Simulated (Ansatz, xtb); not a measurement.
**Ranking isomers of C4H4ClFO3**

3 gas-phase structures of C4H4ClFO3, from a drawn sample of its isomers (lower ones may exist). Each was relaxed with GFN2-xTB; where two conformers were screened, the lower at r2SCAN-D4/def2-SVP is listed:

A. `O=C1OC[C@](F)(CCl)O1`, a singlet
B. `O=C1OCC(F)(Cl)CO1`, a singlet
C. `O=C1OC[C@@H](Cl)[C@@H](F)O1`, a singlet

**Question.** Make a reasoned guess at their ranking by r2SCAN-D4/def2-SVP single-point energy.

**Answer.** Calculated order at r2SCAN-D4/def2-SVP: A (0.000), C (0.333), B (0.541) eV.

Energies above the lowest of each column, in eV; the last columns are at B3LYP-D3(BJ)/def2-SVP geometries:

| structure | GFN2-xTB | HF/STO-3G | r2SCAN-D4/def2-SVP | B3LYP-D3(BJ)/def2-SVP | CCSD(T)/def2-SVP + ΔMP2/def2-TZVPP |
| --- | --- | --- | --- | --- | --- |
| A | 0.000 | 0.000 | 0.000 | 0.000 | 0.000 |
| C | 0.259 | 0.609 | 0.333 | 0.316 | 0.381 |
| B | 0.430 | 0.760 | 0.541 | 0.518 | 0.603 |

Every level run on A puts it lowest or level with the lowest. Flexible structures stand in one conformer each, not always the lowest. ΔMP2 is the change of the MP2 energy from the smaller to the larger basis.

Programs: Ansatz 0.2.0, xtb 6.7.1.
